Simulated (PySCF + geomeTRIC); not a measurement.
[Y(OH)2(NH2)] (charge 0, multiplicity 1), TPSS-D3(BJ)/def2-SVP run with PySCF + geomeTRIC. Convergence was not reached.

```python
import json, numpy as np
from pyscf import gto, dft
from fastk import lowrank_exchange
atoms = """
Y      0.130174     0.233373     0.553150
O     -0.141874    -1.717176     0.465963
H     -1.011561    -2.106520     0.629114
O     -1.444075     0.967784    -0.382599
H     -2.342432     0.672888    -0.181157
N      1.879422     0.736829    -0.519057
H      1.662593     1.319160    -1.333622
H      2.347911    -0.098686    -0.883498
"""
def scf(charge, spin, dm0=None):
    mol = gto.M(atom=atoms, basis='def2-svp', ecp={'Y': 'def2-svp'}, charge=charge, spin=spin, verbose=3, max_memory=5040)
    mf = dft.KS(mol, xc='tpss').density_fit(auxbasis="def2-universal-jkfit")
    mf.disp = 'd3bj'
    mf.grids.level = 3
    mf.conv_tol = 1e-8
    mf.max_cycle = 120
    mf.level_shift = 0.25
    mf.kernel(dm0)
    if not mf.converged:
        mf = mf.newton().run(mf.mo_coeff, mf.mo_occ).undo_soscf()
    return mf
mf = scf(0, 0)
from pyscf.geomopt.geometric_solver import kernel as optimize
path = []
done, mol = optimize(mf, maxsteps=120, assert_convergence=False, callback=lambda env: path.append((env["energy"], bool(env["g_scanner"].converged))))
res = dict(converged=bool(done and path[-1][1]), energy=path[-1][0], path=[e for e, c in path], xyz=mol.atom_coords(unit="Angstrom").tolist(), nao=mol.nao)
json.dump(res, open("result.json", "w"))
```

The last lines of the output:

```
Step  107 : Displace = 1.006e-04/2.032e-04 (rms/max) Trust = 1.000e-04 (=) Grad = 3.038e-04/4.843e-04 (rms/max) E (change) = -245.9516930774 (-5.015e-08) Quality = 0.413
Step  108 : Displace = 1.004e-04/2.038e-04 (rms/max) Trust = 1.000e-04 (=) Grad = 3.042e-04/4.848e-04 (rms/max) E (change) = -245.9516931267 (-4.935e-08) Quality = 0.393
Step  109 : Displace = 1.006e-04/2.010e-04 (rms/max) Trust = 1.000e-04 (=) Grad = 3.046e-04/4.851e-04 (rms/max) E (change) = -245.9516931855 (-5.881e-08) Quality = 0.455
Step  110 : Displace = 1.004e-04/2.034e-04 (rms/max) Trust = 1.000e-04 (=) Grad = 3.048e-04/4.853e-04 (rms/max) E (change) = -245.9516932466 (-6.111e-08) Quality = 0.433
Step  111 : Displace = 1.003e-04/2.034e-04 (rms/max) Trust = 1.000e-04 (=) Grad = 3.050e-04/4.854e-04 (rms/max) E (change) = -245.9516933111 (-6.446e-08) Quality = 0.445
Step  112 : Displace = 1.003e-04/1.987e-04 (rms/max) Trust = 1.000e-04 (=) Grad = 3.049e-04/4.850e-04 (rms/max) E (change) = -245.9516933795 (-6.840e-08) Quality = 0.470
Step  113 : Displace = 1.089e-04/2.100e-04 (rms/max) Trust = 1.000e-04 (=) Grad = 3.051e-04/4.852e-04 (rms/max) E (change) = -245.9516934564 (-7.690e-08) Quality = 0.499
Step  114 : Displace = 1.055e-04/1.998e-04 (rms/max) Trust = 1.000e-04 (=) Grad = 3.052e-04/4.850e-04 (rms/max) E (change) = -245.9516935382 (-8.178e-08) Quality = 0.494
Step  115 : Displace = 1.032e-04/1.947e-04 (rms/max) Trust = 1.000e-04 (=) Grad = 3.052e-04/4.846e-04 (rms/max) E (change) = -245.9516936209 (-8.275e-08) Quality = 0.496
Step  116 : Displace = 1.034e-04/1.885e-04 (rms/max) Trust = 1.000e-04 (=) Grad = 3.049e-04/4.841e-04 (rms/max) E (change) = -245.9516937124 (-9.150e-08) Quality = 0.556
Step  117 : Displace = 1.003e-04/1.774e-04 (rms/max) Trust = 1.000e-04 (=) Grad = 3.048e-04/4.835e-04 (rms/max) E (change) = -245.9516938036 (-9.121e-08) Quality = 0.545
Step  118 : Displace = 9.701e-05/1.712e-04 (rms/max) Trust = 1.000e-04 (=) Grad = 3.045e-04/4.825e-04 (rms/max) E (change) = -245.9516938958 (-9.218e-08) Quality = 0.537
Step  119 : Displace = 9.486e-05/1.680e-04 (rms/max) Trust = 1.000e-04 (=) Grad = 3.040e-04/4.820e-04 (rms/max) E (change) = -245.9516939963 (-1.005e-07) Quality = 0.582
Step  120 : Displace = 9.491e-05/1.586e-04 (rms/max) Trust = 1.000e-04 (=) Grad = 3.037e-04/4.811e-04 (rms/max) E (change) = -245.9516941002 (-1.039e-07) Quality = 0.595
Maximum iterations reached (120); increase --maxiter for more
```
